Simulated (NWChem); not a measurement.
# Basis-set convergence for HBCl2S

SMILES: SB(Cl)Cl
```xyz
5

B     -0.0058    -0.0121     0.0000
Cl    -1.7646    -0.1102     0.0000
Cl     0.9543    -1.4926     0.0000
S      0.7359     1.6314     0.0000
H      2.0300     1.2047     0.0000
```
Charge 0, spin multiplicity 1.

Everything below was run with NWChem. Structure: optimised with PBE/def2-SVP, a minimum by its harmonic frequencies. It is one conformer; others weren't searched.

Quantity: vertical ionisation energy at the level ΔMP2 (Δ: difference of total energies, the cation a doublet at the parent's geometry with its hole in an orbital of symmetry a" (Cs labels); it is the state that the SCF runs reached, from PBE0 orbitals for Hartree-Fock references, and need not be the lowest).

The correlated methods keep 16 core orbitals frozen. The Pople sets run with spherical d functions. The structure started from a generated list of species. The stability of the SCF solutions was not checked. Open-shell Hartree-Fock references start from PBE0 orbitals; any time given for them includes that run.

The cost column gives rough processor time relative to STO-3G; each entry includes its own SCF.

```
basis        functions  vertical ionisation energy (eV)  relative cost
-----------  ---------  -------------------------------  -------------
STO-3G              33                                …              1
6-31G*              70                                …              4
pcseg-1             73                            10.59              4
6-31+G*             86                                …              5
aug-pcseg-1        113                            10.59             10
aug-cc-pVDZ        113                            10.65             40
```

Question: What belongs in the gaps?

Answer: 
- STO-3G, vertical ionisation energy (eV): 7.86
- 6-31G*, vertical ionisation energy (eV): 10.40
- 6-31+G*, vertical ionisation energy (eV): 10.42
